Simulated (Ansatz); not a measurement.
Ansatz results at the PBE0-D4/def2-TZVP geometry: HOMO energy (PBE/def2-TZVPP) -6.87 eV; size of the dipole moment (B3LYP/def2-TZVPP) 1.08 D; HOMO energy (B3LYP/def2-TZVPP) -7.75 eV.

Which molecule gave them?
A. `CN=C=[C](C)[AlH2]`
B. `B[SiH](F)I`
C. `O[CH2][Al]1[BH][CH2]1`
D. `[CH3][GeH2][CH2]Br`

B. The others give `O[CH2][Al]1[BH][CH2]1`: -5.39, 2.15, -6.31; `CN=C=[C](C)[AlH2]`: -5.41, 1.64, -6.27; `[CH3][GeH2][CH2]Br`: -6.36, 1.60, -7.36.

B3LYP here is the variant with VWN-RPA as its local correlation; programs differ in this.
